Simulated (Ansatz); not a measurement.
`F[C@H]1O[C@H]1[SiH3]` + H–F → `F[C@@H]1O[C@H]1F` + SiH₄  (substitution at a C–Si bond)

Computed with Ansatz on PBE0-D4/def2-TZVP structures; ΔE is electronic, products minus reactants. CBS: MP2 limit from def2 TZ/QZ plus the TZ coupled-cluster correction, frozen cores. This one scheme is used for every species. Functionals use def2-TZVPP.

**Question.** Is it downhill or uphill in electronic energy at CCSD(T)/CBS, and by how much? (Best estimate.)

**Answer.** The calculation gave: Uphill: ΔE = +13.0 kcal/mol.

**Question.** What do these levels give: PBE-D4, PBE0-D4, ωB97X-V, ωB97M-V, PBE, r2SCAN, PBE0, HF/def2-TZVPP, CCSD(T)/def2-TZVPP, MP2/def2-QZVPP, SCS-MP2/def2-QZVPP, MP2/CBS(def2)? (Best estimate.)

**Answer.** Computed: PBE-D4 9.3, PBE0-D4 9.9, ωB97X-V 8.4, ωB97M-V 9.6, PBE 8.1, r2SCAN 8.4, PBE0 8.8, HF/def2-TZVPP 5.4, CCSD(T)/def2-TZVPP 11.0, MP2/def2-QZVPP 14.7, SCS-MP2/def2-QZVPP 12.7, MP2/CBS(def2) 15.6 kcal/mol.

Largest T1 diagnostic among the species: 0.013.

The D4 term adds +1.9 kcal/mol with B3LYP and +1.1 kcal/mol with PBE0; it sums over pairs of atoms, weighted by their polarisabilities, and B3LYP, whose exchange is more repulsive, gets the larger term. From PBE to PBE0 (25 % exact exchange), in def2-TZVPP and without D4, ΔE moves by +0.8 kcal/mol.

B3LYP here is the variant with VWN-RPA as its local correlation; programs differ in this.
